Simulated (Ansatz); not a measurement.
```yaml
crystal:
  periodic: [false, false, false]
  atoms:
    - {symbol: C, position_ang: [0.183497, -1.455930, -0.118853]}
    - {symbol: B, position_ang: [0.464179, 0.144736, -0.281318]}
    - {symbol: Cl, position_ang: [1.791840, 1.234318, -0.974373]}
    - {symbol: N, position_ang: [-0.296564, 1.133918, 0.231411]}
    - {symbol: C, position_ang: [-1.298737, 2.050988, 0.366772]}
    - {symbol: O, position_ang: [-1.682036, 2.949503, 0.867973]}
    - {symbol: H, position_ang: [0.150083, -1.691125, -1.024347]}
    - {symbol: H, position_ang: [-0.424135, -2.016101, 0.513360]}
    - {symbol: H, position_ang: [1.667728, -1.795859, -0.127539]}
basis:
  gaussian: {orbitals: STO-3G}
total_charge: 1
magnetization: {spin_polarized: false, initial_magnetization: 1}
hamiltonian: {xc: {name: revPBE}, dispersion: d3bjatm}
scf: {lower_state_search: off}
```

```sh
$ ansatz run in.yaml --threads 4 --pin off --events-out ev --progress --plain --max-ram 10444MiB
```

Shortened log:

```
Functional definition: revPBE
487 factors; integrals over basis functions are off by at most 1.1e-4 eV
mean field evaluation 1: about -18622.7374 eV, gradient 3.0e1 eV
mean field evaluation 2: about -18622.5939 eV, gradient 3.0e1 eV
mean field evaluation 4: about -18619.4750 eV, gradient 4.4e1 eV
mean field evaluation 8: about -18625.7712 eV, gradient 3.3e0 eV
mean field evaluation 16: about -18625.8327 eV, gradient 8.9e-3 eV
mean field -18625.83267705 eV, -684.4867258387 hartree, gradient 3.7e-6 eV, S^2 0.750000; 0 other end points of the search recorded, 0 dependent functions left out
reference -18625.83270303 eV, -684.4867267936 hartree; 26, 25 occupied and 11, 12 virtual orbitals, 487 factors
Total energy: -18626.34878409 eV, -684.5056924226 hartree
Checks for a lower state left out: stability, starts, cluster_reference, orbital_swaps, neighbouring_geometries, increment
```

Hardware: 4 threads of an Arm Neoverse V1 on a shared host. Wall time 0.5 s, peak host memory 0.08 GiB.
